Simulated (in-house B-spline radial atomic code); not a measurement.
A calculation on Re2+ (an excited or competing configuration): its settings, and results tabulated from the run. Level of theory: Dirac-Hartree-Fock, average of configuration, Fermi nucleus of rms radius 5.3698 fm; calculated with a B-spline radial code for spherical atoms.

Command:
```bash
python run_scf.py task.json out
```
Settings (nuclear radius in fm, mass in u):
```
Z                75
configuration    [Xe] 4f13 5d5 7g1
hamiltonian      dirac
method           hf
spin_polarised   False
nucleus          fermi
rms_radius       5.3698
atomic_mass      186.95575
speed_of_light   137.035999084
```

Output (hartree, bohr):
```
 radial grid: 90 intervals, B-splines of order 8, outer radius 102 bohr

 iter        energy (Eh)    residual
    1      -16703.013577    6.67e-01
    2      -16704.300248    6.43e-02
    3      -16704.391022    2.19e-02
    4      -16704.396544    1.04e-02
    5      -16704.397878    1.75e-03
    6      -16704.397936    4.29e-04
    7      -16704.397939    3.98e-05
    8      -16704.397939    2.58e-05
    9      -16704.397939    2.38e-06
   10      -16704.397939    2.15e-07

 total energy                    -16704.39794
 kinetic                           18876.6264
 electron-nucleus                 -41689.4054
 electron-electron                  6108.3810

 first-order corrections (not in the total)
   Gaunt                            20.1702
   retardation                      -2.1376
   frequency dependence             -0.3575
   self-energy                      14.7509
   Uehling                          -2.8109
   Wichmann-Kroll                    0.1139
   recoil                            0.0302

 orbital      occ     eigenvalue          <r>       <r^2>       <1/r>     <1/r^2>       r_max    small
 1s1/2      2.000     -2652.4900    0.0180366  0.00044794      88.708     19012.8     0.01124  8.02e-02
 2s1/2      2.000      -466.2042    0.0755428  0.00681228     21.6442     2607.33     0.06468  1.82e-02
 2p1/2      2.000      -445.1679    0.0625457  0.00487237      21.564     819.949     0.04809  1.83e-02
 2p3/2      4.000      -392.1613    0.0705794  0.00606591     18.0306     444.079     0.05499  1.64e-02
 3s1/2      2.000      -111.4490     0.196489   0.0442938     7.96003     588.759      0.1819  6.04e-03
 3p1/2      2.000      -102.1041     0.186855    0.040715      7.8605     188.405      0.1705  5.97e-03
 3p3/2      4.000       -90.4203     0.201594   0.0471903     6.95076     103.813      0.1845  5.46e-03
 3d3/2      4.000       -74.9398      0.17659    0.036635     6.82551     58.3745      0.1447  5.31e-03
 3d5/2      6.000       -72.4303     0.181129   0.0384134     6.61174     53.9946      0.1486  5.17e-03
 4s1/2      2.000       -25.6528      0.43977     0.21831     3.33306     145.171      0.4128  1.98e-03
 4p1/2      2.000       -21.7101     0.444733    0.225059     3.22158     45.6633      0.4128  1.89e-03
 4p3/2      4.000       -18.9375     0.475904    0.257479     2.92236     25.5452      0.4413  1.71e-03
 4d3/2      4.000       -12.4481     0.490897    0.278923     2.70743     13.2961      0.4378  1.51e-03
 4d5/2      6.000       -11.9255     0.501797    0.291237     2.63317     12.2763      0.4471  1.46e-03
 5s1/2      2.000        -4.9361      1.03415     1.19915     1.29924     26.2422      0.9373  4.46e-04
 5p1/2      2.000        -3.6177      1.12138     1.41884     1.18539     7.56569      0.9968  3.81e-04
 5p3/2      4.000        -3.1670      1.20843      1.6469     1.08183     4.23572       1.071  3.31e-04
 4f5/2      5.571        -3.7227     0.555106    0.376257     2.22798     6.23218      0.4133  1.09e-03
 4f7/2      7.429        -3.6217     0.562483    0.386471     2.19848     6.06078      0.4182  1.07e-03
 5d3/2      2.000        -1.4627      1.58609      2.9008    0.812656     1.53008       1.312  1.94e-04
 5d5/2      3.000        -1.4203      1.62954     3.05981     0.78799      1.3979       1.348  1.83e-04
 7g7/2      0.444        -0.0919      21.1266     504.677   0.0614767  0.00591138       23.47  2.47e-06
 7g9/2      0.556        -0.0919      21.1251     504.614   0.0614858  0.00591414       23.47  2.47e-06
```

Time taken, with all properties: 4.7 s on 1 thread of Arm Neoverse V1, with other jobs on the host.

For the Dirac Hamiltonian the kinetic term is c α·p + (β - 1)c².
